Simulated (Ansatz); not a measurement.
Basis sets compared for tetramethylammonium triflate (C5H12F3NO3S). Total charge 0; singlet. Geometry PBE-D4/def2-SVP. Ansatz on 4 threads of Arm Neoverse V2 on a shared host; times are rough, and most runs start from earlier orbitals.

```xyz
25

C     1.472   -0.209   -2.217
N     0.199   -0.152   -1.431
C    -0.023   -1.479   -0.743
C    -0.957    0.116   -2.346
C     0.289    0.963   -0.417
H     1.409   -1.027   -2.958
H     1.628    0.757   -2.730
H     2.304   -0.401   -1.517
H     0.791   -1.637   -0.012
H    -0.951   -1.399   -0.143
H    -0.069   -2.264   -1.520
H    -0.803    1.086   -2.854
H    -1.029   -0.696   -3.092
H    -1.877    0.151   -1.736
H     0.463    1.909   -0.962
H     1.096    0.723    0.298
H    -0.649    0.965    0.171
O     0.890   -0.737    2.006
S    -0.486   -0.577    2.602
O    -0.844   -1.514    3.686
O    -1.565   -0.326    1.569
C    -0.352    1.109    3.438
F    -1.515    1.472    4.002
F    -0.021    2.061    2.521
F     0.600    1.104    4.385
```

Binding counts from free atoms (C triplet, N quartet, H doublet, O triplet, S triplet, F doublet) in the same basis, without a counterpoise term.

```tsv
level	functions	energy (Eh)	HOMO (eV)	LUMO (eV)	binding per atom (eV)	wall time
HF/STO-3G	81	-1156.0614	-4.49	11.30	2.45	0.8 s
HF/6-31G	145	-1170.5146	-11.65	3.93	2.03	2.2 s
PBE-D4/def2-SVP	246	-1174.1148	-4.79	-0.89	4.08	6 s
PBE0-D4/def2-SVP	246	-1174.1589	-6.58	-0.01	3.93	11 s
```

**Question.** Estimate the rows for PBE-D4/def2-TZVP, PBE0-D4/def2-TZVP.

**Answer.** 
```csv
level,functions,energy (Eh),HOMO (eV),LUMO (eV),binding per atom (eV),wall time
PBE-D4/def2-TZVP,481,-1175.2294,-5.24,-1.26,4.08,12 s
PBE0-D4/def2-TZVP,481,-1175.2666,-6.90,-0.42,3.95,30 s
```
